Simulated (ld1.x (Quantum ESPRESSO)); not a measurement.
# Bi, TM: configuration errors across variants

Bi, norm-conserving Troullier–Martins (Kleinman–Bylander form), made with ld1.x (Quantum ESPRESSO) 7.5 (PBE, scalar-relativistic). Core [Xe] 4f14, reference 5d10 6s2 6p3. Waves: 6s (bound): rc 2.05 bohr; 6p (bound): rc 2.00 bohr; 5d (bound): rc 1.95 bohr. Local part: all-electron potential smoothed inside 2.05 bohr (lloc = -2). Core correction: a·sin(br)/r model core inside 1.75 bohr.

All-electron excitation energies from the reference (eV): (1) 5d10 6s2 6p2 7.913; (2) 5d10 6s2 6p1 23.160; (3) 5d10 6s2 6p0 46.502; (4) 5d10 6s0 6p5 20.501; (5) 5d10 6s2 6p2.5 3.097; (6) 5d10 6s1 6p4 10.082; (7) 5d10 6s1 6p3 18.731.

Errors AE − PS in meV (a dash: test not solved or not reliable):

| change | (1) | (2) | (3) | (4) | (5) | (6) | (7) | bound ghosts |
| --- | --- | --- | --- | --- | --- | --- | --- | --- |
| base | -1.4 | -4.6 | -27 | -3.3 | -0.9 | -2.5 | +4.3 | none |
| core correction none | -0.9 | +0.2 | -4.3 | +8.2 | -0.9 | +0.2 | +7.7 | none |
| core correction a·sin(br)/r model core inside 0.86 bohr | -1.5 | -5.3 | -29 | -6.7 | -1.0 | -3.3 | +3.1 | none |
| core correction a·sin(br)/r model core inside 1.06 bohr | -1.5 | -5.3 | -29 | -6.7 | -1.0 | -3.3 | +3.2 | none |
| core correction a·sin(br)/r model core inside 1.46 bohr | -1.5 | -5.1 | -29 | -6.1 | -1.0 | -3.1 | +3.5 | none |
| core correction a·sin(br)/r model core inside 1.74 bohr | -1.4 | -4.7 | -27 | -3.6 | -1.0 | -2.6 | +4.2 | none |
| core correction a·sin(br)/r model core inside 1.88 bohr | -1.4 | -4.2 | -25 | -0.8 | -0.9 | -2.0 | +4.9 | none |
| core correction a·sin(br)/r model core inside 2.18 bohr | -1.3 | -3.2 | -19 | +4.4 | -1.0 | -0.8 | +6.3 | none |
| core correction a·sin(br)/r model core inside 2.32 bohr | -1.3 | -2.6 | -16 | +6.0 | -0.9 | -0.4 | +6.8 | none |

(1) Give the same row for: core correction a·sin(br)/r model core inside 1.24 bohr.

Answers

(1) -1.5, -5.2, -29, -6.5, -1.0, -3.3, +3.3; bound ghosts: none.
